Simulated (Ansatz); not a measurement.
As4⁺. Charge 1, multiplicity 4. Geometry PBE-D4/def2-SVP; atoms count from 1.

```xyz
4

As   -1.0951   -0.4590    0.5805
As   -0.7961    1.6625   -0.6816
As    1.0978    0.5529    0.4858
As    0.7934   -1.7563   -0.3846
```

At PBE0-D4/def2-TZVP a doublet of charge 1 lies 1.69 eV below the quartet, each at its own geometry. The structure comes from a short search, and lower isomers may exist.

(1) Estimate the Mulliken populations from the PBE0/def2-TZVP orbitals of Ansatz.

(2) Where does the spin sit?

(3) And the Mayer bond orders between heavy atoms (over 0.3)?

Answers

(1) 
```csv
atom,charge (e),spin (α − β)
As1,0.22,0.23
As2,0.28,1.27
As3,0.22,0.23
As4,0.28,1.27
```
Mulliken values depend strongly on the basis.

(2) Summed by element: As 3.00, of 3 unpaired in all. Largest on single atoms: As2 1.27, As4 1.27, As1 0.23.

(3) As1–As2 0.94 (2.49 Å); As1–As3 1.16 (2.42 Å); As1–As4 0.94 (2.49 Å); As2–As3 0.94 (2.49 Å); As3–As4 0.94 (2.49 Å).
